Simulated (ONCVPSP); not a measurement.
Transferability test, ONCV potential for zirconium (Zr)

```
Element                 : Zr
Generator               : ONCVPSP 4.0.1
Type                    : optimised norm-conserving Vanderbilt (ONCV)
Functional              : PBEsol
Relativity              : scalar-relativistic
Frozen core             : [Ar] 3d10
Valence charge          : 12
Reference configuration : 4s2 4p6 4d2 5s1.5 (charge +0.5)
Partial waves           : 4s+5s: rc 2.05 bohr, ncon 4, nbas 7, qcut 7.4 1/bohr, 2 projectors; 4p: rc 1.75 bohr, ncon 4, nbas 7, qcut 6.8 1/bohr, 2 projectors, debl 2.2 Ha; 4d: rc 1.75 bohr, ncon 3, nbas 8, qcut 10.3 1/bohr, local; f scattering state at 0.02 Ha: rc 1.80 bohr, ncon 4, nbas 9, qcut 6.8 1/bohr, 2 projectors, debl 3.6 Ha
Local potential         : the d channel
Core correction         : polynomial model core, fcfact 0.75
```

Energies are relative to the spin-unpolarised reference configuration 4s2 4p6 4d2 5s1.5; without spin polarisation the order of configurations can differ from experiment.

| valence configuration | charge | ΔE all-electron (eV) | error AE − PS (meV) |
| --- | --- | --- | --- |
| 4s2 4p6 4d2 5s2 | 0 | -2.895 | +0.3 |
| 4s2 4p5 4d2 5s2 | +1 | 35.074 | -21 |

(1) What are ΔE and the potential's error for 4s2 4p6 4d2 5s1?

(2) What are ΔE and the potential's error for 4s2 4p6 4d2 5s0?

Answers

(1) ΔE = 4.276 eV all-electron; the error (AE − PS) is -0.8 meV.

(2) ΔE = 17.185 eV all-electron; the error (AE − PS) is -4.7 meV.
